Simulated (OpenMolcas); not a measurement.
An OpenMolcas run meant for Sc+ (ANO-RCC-VTZP, X2C; inactive shells 1s 2s 2p 3s 3p; intended active space 2 electrons in 6 orbitals (3d 4s)). One step of its input:

```
&RASSCF
FileOrb=start.orb
Symmetry=1
Spin=3
nElAct=2 0 0
Inactive=3 6
Ras2=6 0
CIRoot=15 15 1
SDav=15
CIMx=300
Iter=73 100
PrWF=0.3
OrbListing=Nothing
MaxOrb=0
Atom
CIOnly
>>> COPY $Project.JobIph JOB001
```

Lines from the output:

```
--- SEWARD ---
Basis set label: SC.ANO-RCC...6S5P3D2F1G.

      Electronic valence basis set:
      ------------------
      Associated Effective Charge  21.000000 au
      Associated Actual Charge     21.000000 au
      Nuclear Model: Point charge

      Shell  nPrim  nBasis  Cartesian Spherical Contaminant
         s      21       6        X
         p      15       5        X
         d      10       3                 X
         f       6       2                 X
         g       4       1                 X
RX2C
                  Relativistic X2C integrals
                  Atomic mean-field integrals
--- RASSCF ---

 Nr of active orbitals     NAC=   6
 Spin degeneracy         ISPIN=   3
 There can be no such wave function.
 ************************************************
--- Stop Module: rasscf at  /rc=_RC_INPUT_ERROR_ ---
.####################.
.# User input error #.
.####################.
```

Q: What is wrong with the input?

A: A keyword is misspelt. OpenMolcas reads the first four letters of a keyword, so the setting is refused or falls back to its default.
